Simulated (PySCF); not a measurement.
SiF2Cl, SMILES F[Si](F)Cl, multiplicity 2. Coordinates come from a B3LYP-D3(BJ)/def2-SVP optimisation.

Computed equilibrium geometry at B3LYP-D3(BJ)/def2-SVP (PySCF confirms it by a frequency run) as Cartesian coordinates in Å, and its point group:
point group Cs.
```xyz
4

Si    -0.4349    -0.4192     0.0000
F     -1.1418     0.2410     1.2961
F     -1.1418     0.2410    -1.2961
Cl     1.5671     0.0901     0.0000
```
Charge 0, spin multiplicity 2.
